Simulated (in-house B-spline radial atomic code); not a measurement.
Configurations of Pr⁴⁺, with energies counted from [Xe] 4f1. Level of theory: scalar-relativistic (X2C) TPSSh, spin-polarised, spherical fractional occupations, exact exchange averaged over the configuration, Fermi nucleus of rms radius 4.8919 fm; calculated with a radial B-spline atomic code at the basis-set limit. Shells without spins written out take the highest spin.

Occupations are held fixed; configurations that lie above the ionisation limit could autoionise.

```
           configuration  E - E(ref) (eV)  highest orbital  its <r> (bohr)
                [Xe] 5f1           36.554            5f up           3.377
[Kr] 4d9 4f1 5s2 5p6 5d1           128.64            5d up           1.989
[Kr] 4d9 4f1 5s2 5p6 6s1           136.53            6s up           2.955
[Kr] 4d9 4f1 5s2 5p6 6p1           142.42            6p up           3.366
```

(1) Order these further configurations by energy, lowest first.
A. [Xe] 6p1
B. [Kr] 4d10 4f1 5s2 5p5 6s1
C. [Xe] 5d1
D. [Kr] 4d10 4f1 5s2 5p5 6p1
E. [Kr] 4d10 4f2 5s2 5p5

Results:

(1) E (13.737 eV), C (15.191 eV), A (28.762 eV), B (32.31 eV), D (38.12 eV).
